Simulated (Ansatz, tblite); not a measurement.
Removing an electron: BMe2(PMe2) (C4H12BP). Total charge 0; singlet. Geometry: r2SCAN-D4/def2-SVP. Ansatz, gas phase; energy differences of separate SCF runs; the oxidised species was run as a doublet alone.

Cartesian coordinates in Å:
```
B -0.168 0.681 -0.640
C -1.149 1.822 -0.162
H -2.133 1.345 0.022
H -1.322 2.598 -0.927
H -0.869 2.314 0.783
C -0.057 0.339 -2.174
H -1.058 0.037 -2.537
H 0.653 -0.454 -2.453
H 0.193 1.247 -2.753
P 0.974 -0.142 0.610
C 1.217 -1.916 0.138
C 0.095 -0.249 2.237
H 0.281 -2.497 0.161
H 1.942 -2.387 0.820
H 1.638 -1.966 -0.878
H -0.807 -0.881 2.193
H 0.773 -0.654 3.003
H -0.200 0.762 2.556
```

The xTB rows come from tblite. Correlated methods freeze 10 core orbitals. The rows differ in basis, and correlated rows in double-zeta sets carry the largest basis error.

| level | −HOMO (eV) | vertical IE (eV) | −LUMO (eV) | HOMO–LUMO gap (eV) |
| --- | --- | --- | --- | --- |
| GFN1-xTB | 10.16 | 13.19 | 7.10 | 3.05 |
| GFN2-xTB | 9.13 | 11.88 | 6.25 | 2.88 |
| HF/def2-SVP | – | 6.97 | – | – |
| PBE-D4/def2-TZVP | 5.03 | 7.85 | 1.64 | 3.39 |
| PBE0-D4/def2-TZVP | 6.04 | 7.90 | 0.75 | 5.29 |
| ωB97X-V/def2-TZVP | 8.27 | 7.98 | -1.32 | 9.59 |
| MP2/def2-SVP | – | 7.84 | – | – |
| CCSD/def2-SVP | – | 7.82 | – | – |
| CCSD(T)/def2-SVP | – | 7.85 | – | – |

Relaxing the oxidised species (r2SCAN-D4/def2-SVP) changes its energy by -0.47 eV at PBE-D4/def2-TZVP, so the adiabatic ionisation energy to this nearest minimum is 7.38 eV. At PBE0-D4/def2-TZVP it is 7.38 eV.    Raw xTB energy differences between charge states are shifted by several eV; the methods need an empirical correction for them.
